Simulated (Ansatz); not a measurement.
Cu(PH3)(SiH3) (CuSiPH6), relaxed as a singlet with RKS B3LYP-D4/def2-SVP in Ansatz, starting from the GFN2-xTB geometry. Force threshold 0.02 eV/Å.

Start:

```csv
atom,x (Å),y (Å),z (Å)
Cu1,-0.003,0.000,0.044
P2,-0.930,-1.385,1.578
H3,-0.468,-2.679,1.730
H4,-2.266,-1.730,1.501
H5,-0.946,-1.090,2.927
Si6,0.938,1.400,-1.572
H7,2.358,1.814,-1.427
H8,0.334,2.739,-1.800
H9,0.984,0.930,-2.982
```

```csv
step,energy (eV),largest force component (eV/Å),SCF passes
1,-61895.9009,0.944,25
2,-61896.0274,0.403,29
3,-61896.0430,0.100,30
4,-61896.0436,0.045,24
5,-61896.0438,0.006,24
```

Force components are those of the run's own axes.

End:

```xyz
9

Cu    0.0124    0.0203   -0.0069
P    -0.9193   -1.3720    1.5493
H    -0.4194   -2.6935    1.6970
H    -2.2978   -1.7029    1.4579
H    -0.9043   -1.0118    2.9233
Si    0.9437    1.4091   -1.5846
H     2.3846    1.7646   -1.3290
H     0.2548    2.7409   -1.7258
H     0.9454    0.8454   -2.9812
```

By distances, no bond broke or formed. The bond that changes most is P2–H5, from 1.38 to 1.42 Å (atoms count from 1).

No frequencies were taken in this run, so the end may be a saddle point.

It took 9.5 s on 4 threads of Arm Neoverse V2 on a shared host.
